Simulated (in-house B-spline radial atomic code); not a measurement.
Response of Tl+ as one setting changes: the share of exact exchange in a PBE hybrid. A dash marks a strongly mixed or unbound state. Computed with an all-electron radial atomic-structure program (B-spline basis): linear response of the closed shell [Xe] 4f14 5d10 6s2 with the functional's adiabatic kernel; scalar-relativistic (spin-free one-electron X2C), finite nucleus, no spin-orbit coupling, no double excitations, S, P, D and F terms only; shells from n = 4 respond. Only terms of natural parity with L up to 3 were computed.

Spin-orbit coupling is strong here, so these LS terms don't match observed levels.

```csv
share of exact exchange in a PBE hybrid,lowest 1P (eV),"lowest 3P, Tamm-Dancoff (eV)",minus highest occupied level (eV),α (bohr³)
0,6s → 6p 9.155,6s → 6p 7.314,16.273,19.99
0.1,?,?,?,?
0.2,6s → 6p 9.013,6s → 6p 7.081,16.955,20.57
0.3,?,?,?,?
0.4,6s → 6p 8.861,6s → 6p 6.846,17.631,21.22
0.5,6s → 6p 8.781,6s → 6p 6.729,17.966,21.57
0.6,6s → 6p 8.699,6s → 6p 6.610,18.300,21.95
0.7,6s → 6p 8.614,6s → 6p 6.492,18.633,22.34
0.8,6s → 6p 8.526,6s → 6p 6.373,18.963,22.76
0.9,6s → 6p 8.436,6s → 6p 6.254,19.292,23.21
1,6s → 6p 8.344,6s → 6p 6.135,19.619,23.68
```

(1) What belongs in the row for 0.1?

(2) What belongs in the row for 0.3?

Answers

(1) lowest 1P (eV): 6s → 6p 9.085; lowest 3P, Tamm-Dancoff (eV): 6s → 6p 7.198; minus highest occupied level (eV): 16.615; α (bohr³): 20.27.

(2) lowest 1P (eV): 6s → 6p 8.938; lowest 3P, Tamm-Dancoff (eV): 6s → 6p 6.964; minus highest occupied level (eV): 17.294; α (bohr³): 20.88.
